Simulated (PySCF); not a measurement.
These are B3LYP-D3(BJ)/def2-TZVP (PySCF) values and carry that method's errors. Gas-phase values, no solvent. B3LYP has the VWN-RPA correlation part, as in Gaussian. 

Reference species (SMILES): `N#C[S+]` (lower triplet) (charge +1, multiplicity 3).

```
Property                           Value
-----------------------------  ---------
highest occupied spin orbital  -16.89 eV
```

Changed species: `[S+]O` (lower triplet) (S, X = hydroxy, multiplicity 3; the reference has S, X = cyano, multiplicity 3).

Question: What does the change do to the highest occupied spin orbital?

Answer: the highest occupied spin orbital rises by 1.20 eV, to -15.69 eV.
